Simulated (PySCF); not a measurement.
# Exercise with solution: chemical shift, span and skew from a shielding tensor

CH2GaNO, SMILES O=C=[N][GaH2]. Atoms are numbered in the order given.

```xyz
6

Ga     0.0000     0.0000    -1.1716
H      0.0000     1.4016    -1.8442
H      0.0000    -1.4016    -1.8442
N      0.0000     0.0000     0.6589
C      0.0000     0.0000     1.8582
O      0.0000     0.0000     3.0308
```

Coordinates come from a ωB97X-D3(BJ)/def2-SVP optimisation.

GIAO shieldings from HF/pcSseg-1 run with PySCF, non-relativistic, no solvent. The symmetric part of the tensor of N4 has the principal values 136.1, 187.8, 326.9 ppm. The same nucleus in NH3 has σ = 267.3 ppm at this level (PySCF, at its B3LYP-D3(BJ)/def2-TZVP geometry).

**Question.** Work out the isotropic shielding, the ¹⁵N shift against NH3, the span and the skew.

**Answer.** 
σ(iso) = (σ11 + σ22 + σ33)/3 = 216.9 ppm. δ = σ(ref) − σ(iso) = 267.3 − (216.9) = 50.4 ppm.
Span Ω = σ33 − σ11 = 190.8 ppm. Skew κ = 3(σ(iso) − σ22)/Ω = 0.46. Tumbling in solution averages the tensor to δ; in a static solid the shielding alone would spread this spin-1/2 line over Ω.
